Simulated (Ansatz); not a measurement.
Geometry optimisation, Ansatz, RKS PBE0/def2-mTZVP.

The input (input.yaml):

```yaml
crystal:
  periodic: [false, false, false]
  atoms:
    - { symbol: Mg, position_ang: [-0.515028, 0.02481, -1.270182] }
    - { symbol: F, position_ang: [-0.358784, -0.433193, 1.973463] }
    - { symbol: Cl, position_ang: [-2.359772, 0.095871, -2.455065] }
    - { symbol: H, position_ang: [0.232011, -1.041016, 1.624928] }
    - { symbol: O, position_ang: [1.19621, -0.574978, -0.363279] }
    - { symbol: O, position_ang: [0.959223, 0.90505, -0.232891] }
    - { symbol: H, position_ang: [0.84614, 1.023457, 0.723126] }
basis:
  gaussian: { orbitals: def2-mTZVP }
hamiltonian:
  xc: pbe0
relax:
  f_tol: 0.03
  max_steps: 50
output:
  orbitals: {}
```

Launched with:

```bash
$ ansatz run input.yaml --threads 2 --pin off --max-ram 3072MiB --backend cpu --events-out ev --progress --plain --runs-dir out
```

Q: Where does it end, and by what steps?

A: It converged. The force dipped under the threshold on the way, but the program's further checks kept it going. After 32 steps the energy has fallen by 1.242 eV; O5 moved furthest, 1.37 Å. Parted: Mg1–O5 (2.03 → 2.91 Å), F2–H4 (0.92 → 1.65 Å). Joined: Mg1–F2 (3.28 → 1.80 Å), H4–O5 (2.26 → 1.00 Å).

```json
{"step": "0", "energy less start (eV)": "0.0000", "largest force component (eV/Å)": "1.229", "accepted": "yes"}
{"step": "2", "energy less start (eV)": "-0.3036", "largest force component (eV/Å)": "0.653", "accepted": "yes"}
{"step": "4", "energy less start (eV)": "-0.3371", "largest force component (eV/Å)": "0.740", "accepted": "yes"}
{"step": "6", "energy less start (eV)": "-0.3851", "largest force component (eV/Å)": "0.238", "accepted": "yes"}
{"step": "8", "energy less start (eV)": "-0.5363", "largest force component (eV/Å)": "0.474", "accepted": "yes"}
{"step": "10", "energy less start (eV)": "-0.6874", "largest force component (eV/Å)": "0.949", "accepted": "yes"}
{"step": "12", "energy less start (eV)": "-0.8994", "largest force component (eV/Å)": "1.074", "accepted": "yes"}
{"step": "14", "energy less start (eV)": "-1.0572", "largest force component (eV/Å)": "0.757", "accepted": "yes"}
{"step": "16", "energy less start (eV)": "-0.8523", "largest force component (eV/Å)": "3.773", "accepted": "no"}
{"step": "18", "energy less start (eV)": "-1.1345", "largest force component (eV/Å)": "0.147", "accepted": "yes"}
{"step": "20", "energy less start (eV)": "-1.1595", "largest force component (eV/Å)": "0.947", "accepted": "no"}
{"step": "22", "energy less start (eV)": "-1.1986", "largest force component (eV/Å)": "0.309", "accepted": "yes"}
{"step": "24", "energy less start (eV)": "-1.2104", "largest force component (eV/Å)": "0.169", "accepted": "yes"}
{"step": "26", "energy less start (eV)": "-1.2302", "largest force component (eV/Å)": "0.318", "accepted": "yes"}
{"step": "28", "energy less start (eV)": "-1.2366", "largest force component (eV/Å)": "0.717", "accepted": "no"}
{"step": "30", "energy less start (eV)": "-1.2414", "largest force component (eV/Å)": "0.028", "accepted": "yes"}
{"step": "32", "energy less start (eV)": "-1.2424", "largest force component (eV/Å)": "0.019", "accepted": "yes"}
```

```xyz
7
Properties=species:S:1:pos:R:3
Mg -1.077 -0.272 -0.504
F -0.869 -1.230 1.009
Cl -2.174 0.710 -2.148
H 0.668 -0.689 1.250
O 1.455 -0.174 0.919
O 0.881 0.359 -0.291
H 1.116 1.296 -0.236
```

The run took 41 s on 2 threads of Intel(R) Xeon(R) 6975P-C (Granite Rapids), on a shared host, peak memory 0.24 GiB.
